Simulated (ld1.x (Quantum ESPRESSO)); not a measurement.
Sr: ultrasoft pseudisation with PBE, fully relativistic reference atom.

- Element: strontium
- Generator: ld1.x (Quantum ESPRESSO) 7.5
- Type: ultrasoft
- Functional: PBE
- Relativity: fully relativistic
- Frozen core: [Ar] 3d10
- Valence charge: 10
- Reference configuration: 4s2 4p6 4d0 5s0 5p0 (charge +2)
- Partial waves: 4s (bound): rcut 1.85, rcutus 2.05 bohr; 5s (bound, empty): rcut 1.85, rcutus 2.05 bohr; 4p (bound): rcut 2.25, rcutus 3.00 bohr; 5p (bound, empty): rcut 2.25, rcutus 3.00 bohr; 4d (bound, empty): rcut 2.75, rcutus 2.90 bohr; 4d channel at -0.6 Ry: rcut 2.75, rcutus 2.90 bohr
- Local potential: all-electron potential smoothed inside 1.75 bohr (lloc = -2)
- Core correction: a·sin(br)/r model core inside 1.05 bohr
- Augmentation charge: built from norm-conserving waves at rcut, not smoothed further

Open shells are filled in proportion to 2j + 1 (rel_dist='average').

Calculated quality:

```
Configuration tests                       : test run stopped at test 1 of 7 (negative rho)
Lowest eigenvalue of the overlap operator : -0.46 (p3/2 channel); it is negative, so in a basis up to 400 Ry S is not positive definite and the file is unfit for use
```

A Bessel basis up to 400 Ry misses an occupied level by 0.42 Ry, so cutoffs and ghosts were not judged. Its overlap operator is not positive definite in a basis up to 400 Ry (lowest eigenvalue p3/2 -0.46), so the file is unfit for use: the generalised eigenproblem breaks down once the basis is large enough, and its test numbers describe a broken file.

Generation and tests took about 1.3 s on one core of a shared server CPU.
